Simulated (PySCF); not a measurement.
Computed IR spectrum (relative IR intensity) of a molecule C₆H₈. The structure is a stationary point at PBE-D3(BJ)/def2-SVP. One conformer was computed; it need not be the lowest. All values below come from PBE-D3(BJ)/def2-SVP (PySCF). Harmonic, unscaled wavenumbers; measured fundamentals usually lie a few per cent lower.

ν (cm⁻¹): 522 (w), 602 (s), 657 (s), 830 (vw), 898 (vw), 902 (w), 930 (w), 996 (w), 1063 (w), 1263 (w), 1292 (vw), 1346 (vw), 1380 (w), 1406 (vw), 1420 (w), 2159 (m), 2972 (m), 3064 (m), 3066 (vw), 3069 (m), 3171 (w), 3410 (vs) (against the strongest line: vs over 80 %, s over 45 %, m over 15 %, w over 4 %, vw less)

Identify the compound among the candidates.
(A) C1=CCC=CC1
(B) C=CCC#CC
(C) C#CC1(C)CC1
(D) C#CCC1CC1

C, C#CC1(C)CC1
